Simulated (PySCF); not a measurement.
**`InChI=1S/C3H4F3N/c4-3(5,6)1-2-7/h2,7H,1H2/b7-2-`**

Molfile (atoms numbered from 1):
```
C3H4F3N
     RDKit          3D

 11 10  0  0  0  0  0  0  0  0999 V2000
    2.2341    0.1709    0.3812 N   0  0  0  0  0  0  0  0  0  0  0  0
    1.0669    0.5739    0.2164 C   0  0  0  0  0  0  0  0  0  0  0  0
   -0.0361   -0.0832   -0.5883 C   0  0  0  0  0  0  0  0  0  0  0  0
   -1.3085   -0.1955    0.2286 C   0  0  0  0  0  0  0  0  0  0  0  0
   -2.3082   -0.7464   -0.4789 F   0  0  0  0  0  0  0  0  0  0  0  0
   -1.1485   -0.9585    1.3178 F   0  0  0  0  0  0  0  0  0  0  0  0
   -1.7519    0.9961    0.6514 F   0  0  0  0  0  0  0  0  0  0  0  0
    2.4742   -0.7122   -0.0673 H   0  0  0  0  0  0  0  0  0  0  0  0
    0.7942    1.5120    0.6910 H   0  0  0  0  0  0  0  0  0  0  0  0
    0.2505   -1.0864   -0.9137 H   0  0  0  0  0  0  0  0  0  0  0  0
   -0.2613    0.5318   -1.4640 H   0  0  0  0  0  0  0  0  0  0  0  0
  8  1  1  0
  1  2  2  0
  2  3  1  0
  3  4  1  0
  4  5  1  0
  4  6  1  0
  4  7  1  0
  2  9  1  0
  3 10  1  0
  3 11  1  0
M  END
```

Computed with PySCF 2.14.0, GIAO BHandHLYP/pcSseg-1 magnetisability, rotational g tensor and spin-rotation constants, non-relativistic, gas phase. Geometry: GFN2-xTB.

Task: Give the nuclear spin-rotation constants along the inertial axes (H = +C I·J) beside the isotropic shieldings.

Result: Rotational constants 5.1050, 1.6466, 1.6296 GHz. A star marks the isotopologue with that one atom substituted, in its own axes.
```csv
atom,isotope,Caa (kHz),Cbb (kHz),Ccc (kHz),mean (kHz),σ (ppm)
N1,14N,1.002,0.525,0.113,0.547,-116.9
F5,19F,4.920,1.966,2.355,3.080,261.6
F6,19F,8.027,1.845,1.399,3.757,264.6
F7,19F,7.209,1.481,1.865,3.519,270.1
H8,1H,-0.476,0.279,-0.195,-0.131,20.6
H9,1H,-0.483,0.158,-0.151,-0.159,24.1
H10,1H,-0.566,0.067,-0.207,-0.235,29.4
H11,1H,-0.561,-0.174,0.044,-0.230,28.9
C2,13C*,1.833,0.826,0.385,1.015,20.1
C3,13C*,0.903,0.308,0.337,0.516,136.2
C4,13C*,1.554,0.504,0.496,0.852,57.2
```
For the geometry as given, no vibrational averaging.

Task: How do the rotational constants and the g tensor change when H8, H9, H10, H11 are replaced by deuterium?

Result: Constants 4.6664, 1.5671, 1.5431 GHz; g -0.0403, -0.0243, -0.0154, against -0.0435, -0.0256, -0.0162 before.
